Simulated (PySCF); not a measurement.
## Structure elucidation problem

Molecular formula: C$_{6}$H$_{9}$NOSi. Simulated spectra:

1H NMR (300 MHz, computed): δ 6.31 (m, 2H), 5.61 (m, 2H), 5.53 (m, 2H), 4.90 (s, 2H), 4.49 (t, 1H).

13C{1H} NMR (computed): δ 148.1 (CH), 126.6 (C), 124.7 (CH2), 86.3 (CH).

PySCF 2.14.0 with density-fitted response routines calculation with geometry: GFN2-xTB and σ from GIAO-PBE0/pcSseg-1; fast rotation and ring inversion assumed for equivalent nuclei, no relativistic terms, no solvent, one computed conformer.

Shifts are taken against calculated references (same method and geometry level): 1H (σref 31.72) and 13C (σref 186.93) against TMS.

Deduce the structure.

Results:


1. The formula gives 4 degrees of unsaturation (no ring in the answer).
2. 4 carbon signals for 6 carbons: some carbons are equivalent by symmetry or fast rotation.
3. Carbon types of the structure: 1 × C, 3 × CH, 2 × CH2, leaving 2 H on heteroatoms.
4. δC 148.1: alkene CH; the olefinic region.
5. δC 126.6: nitrile carbon; this is the usual window of a C≡N carbon, which has no attached hydrogen.
6. δC 124.7: terminal =CH2 carbon; an sp2 carbon of a C=C bond.
7. δC 86.3: allylic sp3 CH bonded to O; the inductive effect lowers its shielding.
8. δH 6.31: hydrogen on an alkene CH; olefinic region.
9. δH 5.61, 5.53: hydrogen on a terminal =CH2 carbon; olefinic region.
10. δH 4.49: hydrogen on an allylic sp3 CH bonded to O; its carbon carries O, which withdraws density.

The compound is SMILES C=CC(C=C)O[SiH2]C#N.

The shifts were computed for this structure.

Shifts are as computed. Against solution values, carbons near 30 ppm lie about +3 ppm off and those near 130 ppm about +5 ppm. Of 1211 compounds with measured shifts, 218 miss one by over three times the rms of a fit or turn the order of signals round; such compounds aren't used in these exercises. Multiplicities follow the n + 1 count of equivalent neighbours, as no J values were calculated; m marks all less simple cases, F and P coupling included.
